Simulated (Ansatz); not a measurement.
Lewis adduct: AlH3 (SMILES [AlH3]) (first 4 atoms) with AsH3 (SMILES [AsH3]); geometry from B3LYP-D3(BJ)/def2-TZVP.
(charge 0, multiplicity 1):
```xyz
8

Al     0.2822     0.6255     0.5610
H     -0.5405    -0.2926    -0.4415
H     -0.2475     2.0913     0.8698
H      1.8116     0.2894     0.8303
As    -0.6518    -0.4896     2.7987
H     -0.1867     0.0103     4.1465
H     -0.4327    -1.9611     3.0628
H     -2.1331    -0.4681     3.0957
```

Basis-set superposition error: the interaction energy with monomers in their own basis, and in the dimer's basis (counterpoise).

The values were computed with Ansatz (an electronic-structure program) with Gaussian orbitals. Values without a source in brackets are computed.

```csv
level,uncorrected (meV),counterpoise (meV),difference
HF/def2-SVPD,-476.3,-448.9,27.4
BLYP/def2-TZVPPD,-480.6,-470.3,10.3
B97M-V/def2-TZVPPD,-697.3,-687.3,10.0
PBE0/def2-TZVPPD,-717.2,-708.1,9.1
BHLYP/def2-TZVPPD,-579.1,-571.1,8.0
wB97M-V/def2-TZVPPD,-673.4,-662.1,11.3
B2PLYP/def2-TZVPPD,-593.1,-576.8,16.3
CCSD/def2-TZVPPD,-624.9,-596.0,28.9
CCSD(T)/def2-SVPD,-618.9,-549.5,69.5
CCSD(T)/def2-TZVPPD,-658.5,-627.0,31.5
```

The error is largest for CCSD(T)/def2-SVPD (69.5 meV) and smallest for BHLYP/def2-TZVPPD (8.0 meV).
